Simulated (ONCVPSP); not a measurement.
What the settings do to the ONCV potential of sulfur (S)

Base potential:

ONCVPSP 4.0.1 input, shortened (lines: element, Z, core and valence counts, functional; n l f; lmax; l rc ep ncon nbas qcut; lloc lpopt rc5 dvloc0; l nproj debl; icmod fcfact rcfact), PBE, scalar-relativistic:

```
  S 16.00    1    4        4      upf
    1    0    2.00
    2    0    2.00
    2    1    6.00
    3    0    2.00
    3    1    4.00
    1
    0    0.85    0.00    4    7   11.60
    1    0.65    0.00    4    7   19.90
    4    5    0.45    4.00
    0    2    2.90
    1    2    0.30
    3    3.00    1.00
```

All-electron outer shells of the reference configuration (PBE, scalar-relativistic, ld1.x):

```
shell  level (eV)  outermost node (bohr)  outermost maximum (bohr)
   1s    -2405.94                      –                      0.06
   2s     -211.71                   0.13                      0.39
   2p     -156.51                      –                      0.33
   3s      -17.26                   0.60                      1.40
   3p       -7.01                   0.58                      1.61
```

Cutoffs, loose and tight: the cutoffs (Ha) at which the residual kinetic energy of the hardest occupied pseudo-wave falls to 1 and 0.1 mHa per electron. They do not see the model core or the augmentation charge, which bear on the density cutoff. Test errors are all-electron minus pseudo excitation energies from the reference, over the configurations 2s2 2p6 3s2 3p3; 2s2 2p6 3s2 3p2; 2s2 2p6 3s2 3p1; 2s2 2p6 3s2 3p0. A dash means not determined; rows that change the core or the reference have their own tests.

```csv
change,outcome,"cutoff, loose","cutoff, tight",bound ghosts,GHOST(+) flags above zero,largest test error (meV)
base,generated,171 Ha,193 Ha,none,none,+23
"all radii but the core radius scaled by about 0.80 (s 0.68, p 0.52 bohr); local potential polynomial inside 0.36 bohr (lpopt 5, dvloc0 4 Ha)",generated,401 Ha,557 Ha,none,none,+16
"all radii but the core radius scaled by about 0.89 (s 0.76, p 0.58 bohr); local potential polynomial inside 0.40 bohr (lpopt 5, dvloc0 4 Ha)",generated,190 Ha,403 Ha,none,none,+20
"all radii but the core radius scaled by about 1.04 (s 0.88, p 0.68 bohr); local potential polynomial inside 0.46 bohr (lpopt 5, dvloc0 4 Ha)",generated,165 Ha,184 Ha,none,none,+24
"all radii but the core radius scaled by about 1.11 (s 0.94, p 0.72 bohr); local potential polynomial inside 0.50 bohr (lpopt 5, dvloc0 4 Ha)",generated,157 Ha,175 Ha,none,none,+25
"all radii but the core radius scaled by about 1.21 (s 1.04, p 0.78 bohr); local potential polynomial inside 0.54 bohr (lpopt 5, dvloc0 4 Ha)",generated,146 Ha,165 Ha,none,none,+27
"all radii but the core radius scaled by about 1.29 (s 1.10, p 0.84 bohr); local potential polynomial inside 0.58 bohr (lpopt 5, dvloc0 4 Ha)",generated,138 Ha,157 Ha,none,none,+27
```

Reading the sweep of the scale of all radii but the core radius (base = 1) (base included, trends over the rows without a ghost): The loose cutoff falls from 401 Ha at 0.8 to 138 Ha at 1.29. A larger radius leaves more room for a smooth pseudo-wave, so fewer plane waves are needed; a smaller one forces it to follow the all-electron wave where it bends sharply. The median size of the test errors (rows with all tests solved) rises from 4.6 meV at 0.8 to 7.2 meV at 1.29. More of the atom is replaced by a form fitted at one configuration, so other configurations suffer as the radius grows.
